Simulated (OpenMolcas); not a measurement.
An OpenMolcas run meant for neutral lutetium (ANO-RCC-VDZP, X2C; inactive shells 1s 2s 2p 3s 3p 3d 4s 4p 4d 4f 5s 5p; intended active space 3 electrons in 6 orbitals (5d 6s)). One step of its input:

```
&CASPT2
Multistate=10 1 2 3 4 5 6 7 8 9 10
Frozen=14 16
IPEA=-0.5
Imaginary=0.1
MaxIter=60
WThr=0.0 0.3 0.05
PrWF=0.5
NoMix
```

The run finished. Its levels beside those of a sound run (MS-CASPT2, IPEA 0.25 Eh, imaginary shift 0.1 Eh (closed shells correlated: 5s 5p)), in cm-1 above each run's lowest level:

```csv
Level,This run,Usual run
5d 6s2 2D 3/2,0.0,0.0
5d 6s2 2D 5/2,1925,1944
5d2 6s 4F 3/2,20287,19427
5d2 6s 4F 5/2,20928,20068
5d2 6s 4F 7/2,21831,20990
5d2 6s 4F 9/2,22928,22092
5d2 6s 4P 1/2,26512,25587
5d2 6s 4P 3/2,26839,25886
5d2 6s 4P 5/2,27220,26051
5d2 6s 2D 3/2,31259,28287
```

**Question.** Which setting is unsound, and how much does it matter here?

**Answer.** The IPEA shift is negative. Against the sound run the excited levels shown move by 1000 cm-1 on average and by 3000 cm-1 at most.

CASPT2 does not keep the components of a term degenerate, so their means are used; among the terms shown or strongly mixed into the levels shown the widest spread is 1500 cm-1 (5d 6s2 2D, this run). Over all roots computed the reference weight is 0.89 to 0.96 in this run; the roots of lowest weight are the least certain, and an intruder state may touch them. Some high roots are left out of the spin-orbit mixing, which shifts the levels that they would mix with. A single d shell beside an s shell can misplace configurations of different d count against each other. Levels of configurations outside the active space are missing.
